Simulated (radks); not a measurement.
Valence configurations of the magnesium ion Mg+ (all share [Ne]). All-electron calculation, scalar-relativistic Kohn-Sham, PBE, spin-polarised, spherical densities, finite nucleus; open shells are filled with parallel spins first; Fermi nuclear charge, rms radius 3.057 fm. Program: a radial shooting solver on a logarithmic mesh with Libxc functionals. Energies are relative to 3s1; eigenvalues in eV for spin up.

valence      E (eV)  moment (Bohr magnetons)   e(3p)    e(3s)
3s1           0.000                        1       -  -11.917
3p1           4.417                        1  -8.222        -
3s0.5 3p0.5   2.210                        1  -7.866  -12.288

NIST lists [Ne] 3s1 as the ground configuration; this level of theory agrees among the configurations tried. The energies are those of spherical high-spin densities, not of single terms.
